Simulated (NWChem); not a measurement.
System: C4H2N2; SMILES C#C/C=N/C#N

Output (shortened):

```
             Northwest Computational Chemistry Package (NWChem) 7.3.0
             --------------------------------------------------------

                             Geometry "geometry" -> ""
                             -------------------------

 Output coordinates in angstroms (scale by  1.889725989 to convert to a.u.)

  No.       Tag          Charge          X              Y              Z
 ---- ---------------- ---------- -------------- -------------- --------------
    1 C                    6.0000     0.21921800     2.96501700     0.00000000
    2 C                    6.0000    -0.04125500     1.78016700     0.00000000
    3 C                    6.0000    -0.42431000     0.41160300     0.00000000
    4 N                    7.0000     0.44767300    -0.53125500     0.00000000
    5 C                    6.0000     0.06895800    -1.80399900     0.00000000
    6 N                    7.0000    -0.15679800    -2.94647400     0.00000000
    7 H                    1.0000     0.46878000     4.01161200     0.00000000
    8 H                    1.0000    -1.50939500     0.20836600     0.00000000

 Effective nuclear repulsion energy (a.u.)     165.0117731479

                                 NWChem DFT Module
                                 -----------------

 Summary of "ao basis" -> "ao basis" (spherical)
 ------------------------------------------------------------------------------
       Tag                 Description            Shells   Functions and Types
 ---------------- ------------------------------  ------  ---------------------
 C                          def2-svp                 6       14   3s2p1d
 N                          def2-svp                 6       14   3s2p1d
 H                          def2-svp                 3        5   2s1p

            General Information
            -------------------
          SCF calculation type: DFT
          Wavefunction type:  closed shell.
          No. of atoms     :     8
          No. of electrons :    40
           Alpha electrons :    20
            Beta electrons :    20
          Charge           :     0
          Spin multiplicity:     1
          Use of symmetry is: off; symmetry adaption is: off
          Maximum number of iterations: 150
          AO basis - number of functions:    94
                     number of shells:    42
          Convergence on energy requested:  1.00D-06
          Convergence on density requested:  1.00D-05
          Convergence on gradient requested:  5.00D-04

              XC Information
              --------------
                         B3LYP Method XC Potential
                     Hartree-Fock (Exact) Exchange  0.200
                        Slater Exchange Functional  0.800 local
                    Becke 1988 Exchange Functional  0.720 non-local
              Lee-Yang-Parr Correlation Functional  0.810
                  VWN I RPA Correlation Functional  0.190 local

             Grid Information
             ----------------
          Grid used for XC integration:  medium
          Radial quadrature: Mura-Knowles
          Angular quadrature: Lebedev.
          Tag              B.-S. Rad. Rad. Pts. Rad. Cut. Ang. Pts.
          ---              ---------- --------- --------- ---------
          C                   0.70       49          13.0       434
          N                   0.65       49          13.0       434
          H                   0.35       45          13.0       434
          Grid pruning is: on
          Number of quadrature shells:   384
          Spatial weights used:  Erf1

      Superposition of Atomic Density Guess
      -------------------------------------

 Sum of atomic energies:        -259.98616333

      Non-variational initial energy
      ------------------------------

 Total energy =    -263.051589
 1-e energy   =    -676.625725
 2-e energy   =     248.562363
 HOMO         =      -0.329967
 LUMO         =      -0.092398

     ---------------------------------------------
      Total Density - Mulliken Population Analysis
     ---------------------------------------------

[...]

                     NWChem Electrostatic Potential Fit Module
                     -----------------------------------------

 Atom parameters

 Number of atoms is                                    8
 Number of basis functions is                         94

 Grid parameters

 Maximum number of grid points is                  35909
 Number of grid points is                          35908
 Grid range                                     0.300000 nm
 Grid spacing                                   0.020000 nm
 Probe radius                                   0.070000 nm
 Atom radius factor                             1.000000

 Atomic radii

    1    0.100000
    6    0.147000
    7    0.140000
 FASTESP  F
  using M.O. file = ./job.movecs

    Atom              Coordinates                           Charge

                                                  ESP

    1 C     0.021922    0.296502    0.000000   -0.244831
    2 C    -0.004126    0.178017    0.000000   -0.090468
    3 C    -0.042431    0.041160    0.000000    0.444762
    4 N     0.044767   -0.053126    0.000000   -0.440310
    5 C     0.006896   -0.180400    0.000000    0.546812
    6 N    -0.015680   -0.294647    0.000000   -0.494599
    7 H     0.046878    0.401161    0.000000    0.264996
    8 H    -0.150940    0.020837    0.000000    0.013638
                                            ------------
                                                0.000000

 Dipole moment                                  2.057166

 Quadrupole moment Qxx                          1.582963
                   Qyy                         -2.303401
                   Qzz                          0.720438

 RMS deviation kJ/mol                           0.069551

 RRMS %                                        20.348170
```

Level: B3LYP/def2-SVP. Structure relaxed at the PBE0/def2-SVP level.

Which NWChem input produces such a log?

Several could match; the one computed here: the input that was run:
```
start job
memory heap 200 mb stack 900 mb global 1100 mb
geometry units angstroms noautosym nocenter noautoz
  C      0.219218     2.965017     0.000000
  C     -0.041255     1.780167     0.000000
  C     -0.424310     0.411603     0.000000
  N      0.447673    -0.531255     0.000000
  C      0.068958    -1.803999     0.000000
  N     -0.156798    -2.946474     0.000000
  H      0.468780     4.011612     0.000000
  H     -1.509395     0.208366     0.000000
end
basis spherical
  * library def2-svp
end
dft
  xc b3lyp
  iterations 150
  mulliken
end
task dft energy
esp
  recalculate
  probe 0.07
  range 0.3
  factor 1.0
  spacing 0.02
end
task esp
```
